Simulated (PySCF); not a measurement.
Br²⁺ (bromine, charge +2): UHF calculation

Configuration: [Ar] 3d10 4s2 4p3, high-spin 4S determinant. Calculation: PySCF 2.14, in aug-pcseg-3 (8s7p5d3f2g, 93 functions); the non-relativistic Hamiltonian (point nucleus).

- Total energy: -2571.290294 hartree
- One-electron energy: -3553.1262 hartree
- Hartree (Coulomb) energy: 1070.9568 hartree
- Exchange energy: -89.1208 hartree
- Kinetic energy: 2574.40439 hartree
- ⟨S²⟩: 3.7508
- ⟨L²⟩: 0.000
- Sum of ⟨r⟩: 20.68 bohr
- Sum of ⟨r²⟩: 25.36 bohr²
- Density at the nucleus (Gaussians lack the cusp): 29400 bohr⁻³
- Spin density at the nucleus: -0.00882 bohr⁻³
- Langevin diamagnetic susceptibility: -20.1 ×10⁻⁶ cm³/mol

| shell | electrons | mean orbital energy (hartree) | rms radius, mean of both spins (bohr) |
| --- | --- | --- | --- |
| 1s α | 1 | -490.84501 | 0.0506 |
| 1s β | 1 | -490.82873 | 0.0506 |
| 2s α | 1 | -66.00932 | 0.210 |
| 2s β | 1 | -66.00076 | 0.210 |
| 2p α | 3 | -59.36714 | 0.185 |
| 2p β | 3 | -59.34919 | 0.185 |
| 3s α | 1 | -10.74636 | 0.599 |
| 3s β | 1 | -10.71608 | 0.599 |
| 3p α | 3 | -8.35597 | 0.612 |
| 3p β | 3 | -8.31458 | 0.612 |
| 3d α | 5 | -4.09030 | 0.646 |
| 3d β | 5 | -4.06964 | 0.646 |
| 4s α | 1 | -1.91277 | 1.75 |
| 4s β | 1 | -1.56092 | 1.75 |
| 4p α | 3 | -1.29135 | 1.98 |

Spin-orbit constants ζ (cm⁻¹) from the X2C one-electron operator on these orbitals (non-relativistic here): bare nucleus, nucleus screened by l(l+1)(2l+1)/3 electrons, and screened by the Breit-Pauli mean field of the electrons.

| shell | bare | screened nucleus | mean field |
| --- | --- | --- | --- |
| 2p | 244700 | 230700 | n/a |
| 3p | 35480 | 33450 | n/a |
| 3d | 4757 | 3398 | n/a |
| 4p | 3135 | 2956 | n/a |
